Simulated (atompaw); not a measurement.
## u(r) = r·R(r): atom against pseudo-atom (B)

Columns: radius, all-electron u(r) and pseudo u(r) of the 2p shell (level -3.94 eV) of boron in the configuration [He] 2s1.5 2p1.5; LDA (PW92), scalar-relativistic, PAW (atompaw) scheme, atompaw 4.2.0.5.

```tsv
r (bohr)	all-electron	pseudo
0.071	0.0150	0.0043
0.142	0.0509	0.0169
0.213	0.0982	0.0376
0.285	0.1515	0.0660
0.356	0.2056	0.1005
0.427	0.2587	0.1404
0.498	0.3093	0.1844
0.569	0.3564	0.2313
0.640	0.3997	0.2796
0.712	0.4393	0.3286
0.783	0.4743	0.3758
0.854	0.5051	0.4207
0.925	0.5319	0.4622
0.996	0.5550	0.4996
1.067	0.5744	0.5322
1.138	0.5904	0.5599
1.210	0.6034	0.5826
1.281	0.6133	0.6000
1.352	0.6205	0.6127
1.423	0.6253	0.6211
1.494	0.6279	0.6259
1.565	0.6284	0.6277
1.637	0.6272	0.6270
1.708	0.6243	0.6243
1.779	0.6201	0.6201
1.850	0.6146	0.6146
```

**Question.** How many radial nodes do the two functions have?

**Answer.** The all-electron 2p function has n − l − 1 = 0; the pseudo-wave has 0.

**Question.** Is the pseudo-wave norm-conserving?

**Answer.** No, it belongs to a PAW set: the norm inside the radius is not constrained, and the difference is carried by the augmentation charge.
